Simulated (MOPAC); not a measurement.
A run for MOPAC: PM6 on GeS, a point of a bond scan (R = 3.043 Å).

```
PM6 1SCF PRECISE CHARGE=0 THREADS=1
GeS

Ge    -0.00000000 1    -0.00000000 1    -0.67616527 1
S      0.00000000 1     0.00000000 1     2.36657843 1
```

The log:

```
*******************************************************************************
 **                                                                           **
 **                              MOPAC v23.2.5                                **
 **                                                                           **
 *******************************************************************************
 ** MOPAC's Digital Object Identifier: https://doi.org/10.5281/zenodo.6511958 **
 **                                                                           **
 ** Please cite the open-source release paper for use of this MOPAC version:  **
 ** J. E. Moussa and J. J. P. Stewart (2026)                                  **
 ** MOPAC: An open-source semiempirical molecular orbital program             **
 ** J. Open Source Softw., 11(119), 8025, https://doi.org/10.21105/joss.08025 **
 *******************************************************************************

                              PM6 CALCULATION RESULTS

 *******************************************************************************
 *  PM6        - The PM6 Hamiltonian to be used
 *
 *
 *
 *                 CHARGE ON SYSTEM = 0
 *
 *
 *
 *  PRECISE    - TIGHTER CRITERIA TO BE USED
 *  1SCF       - DO 1 SCF AND THEN STOP
 *  THREADS=1  - MULTI-THREADING NOT USED
 *  T=         - A TIME OF 172800.0 SECONDS REQUESTED
 *  DUMP=N     - RESTART FILE WRITTEN EVERY 7200.0 SECONDS REQUESTED
 *******************************************************************************
PM6 1SCF PRECISE CHARGE=0 THREADS=1
 GeS

   ATOM   CHEMICAL          X               Y               Z
  NUMBER   SYMBOL      (ANGSTROMS)     (ANGSTROMS)     (ANGSTROMS)

     1      Ge         -0.00000000  *  -0.00000000  *  -0.67616527  *
     2       S          0.00000000  *   0.00000000  *   2.36657843  *



          CARTESIAN COORDINATES

    NO.       ATOM           X           Y           Z

     1        Ge         -0.0000     -0.0000     -0.6762
     2         S          0.0000      0.0000      2.3666

 General Reference for PM6:
 "Optimization of Parameters for Semiempirical Methods V: Modification of NDDO Approximations
 and Application to 70 Elements", J. J. P. Stewart, J. Mol. Mod., 13, 1173-1213 (2007)
 URL: https://link.springer.com/article/10.1007/s00894-007-0233-4

           Empirical Formula: Ge S  =     2 atoms



      MOLECULAR POINT GROUP   :   C*v


      RHF CALCULATION, NO. OF DOUBLY OCCUPIED LEVELS = 5


 -------------------------------------------------------------------------------
 PM6 1SCF PRECISE CHARGE=0 THREADS=1
 GeS



     1SCF WAS SPECIFIED, SO BFGS WAS NOT USED
     SCF FIELD WAS ACHIEVED


                              PM6 CALCULATION
                                                       MOPAC v23.2.5 Linux




          FINAL HEAT OF FORMATION =        141.81869 KCAL/MOL =     593.36940 KJ/MOL


          COSMO AREA              =        110.49 SQUARE ANGSTROMS
          COSMO VOLUME            =         98.22 CUBIC ANGSTROMS

          IONIZATION POTENTIAL    =          7.329432 EV
          HOMO LUMO ENERGIES (EV) =         -7.329 -2.478
          NO. OF FILLED LEVELS    =          5
          MOLECULAR WEIGHT        =        104.6500         POINT GROUP:  C*v

          MOLECULAR DIMENSIONS (Angstroms)

            Atom       Atom       Distance
            S     2   Ge     1     3.04274
            S     2   Ge     1     0.00000
           Ge     1    S     2     0.00000


          SCF CALCULATIONS        =          1





   ATOM   CHEMICAL          X               Y               Z
  NUMBER   SYMBOL      (ANGSTROMS)     (ANGSTROMS)     (ANGSTROMS)

     1      Ge         -0.00000000  *  -0.00000000  *  -0.67616527  *
     2       S          0.00000000  *   0.00000000  *   2.36657843  *

                             CARTESIAN COORDINATES

   1   Ge       -0.000000000    -0.000000000    -0.676165270
   2    S        0.000000000     0.000000000     2.366578430


           Empirical Formula: Ge S  =     2 atoms



      MOLECULAR POINT GROUP   :   C*v


                  EIGENVALUES
 -25.24255 -14.31767  -7.70220  -7.32943  -7.32943  -2.47785  -2.47785  -1.11826
   3.53901   3.59072   3.59072   3.81616   3.81616


              NET ATOMIC CHARGES AND DIPOLE CONTRIBUTIONS

  ATOM NO.   TYPE          CHARGE      No. of ELECS.   s-Pop       p-Pop       d-Pop
    1         Ge           0.819155        3.1808     1.97688     1.20396
    2          S          -0.819155        6.8192     1.99809     4.78112     0.03994
 DIPOLE           X         Y         Z       TOTAL
 POINT-CHG.     0.000     0.000   -11.972    11.972
 HYBRID         0.000     0.000     1.767     1.767
 SUM            0.000     0.000   -10.205    10.205


          ATOMIC ORBITAL ELECTRON POPULATIONS

     Atom    s        px        py        pz      x^2-y^2     xz        z^2       yz        xy
    1 Ge   1.97688   0.14269   0.14269   0.91859
    2  S   1.99809   1.84464   1.84464   1.09184   0.00000   0.01267   0.01461   0.01267   0.00000

 **********************
 *                    *
 * JOB ENDED NORMALLY *
 *                    *
 **********************




 == MOPAC DONE ==
```

The run finished.

Cost: around 0.03 core-seconds (rough).
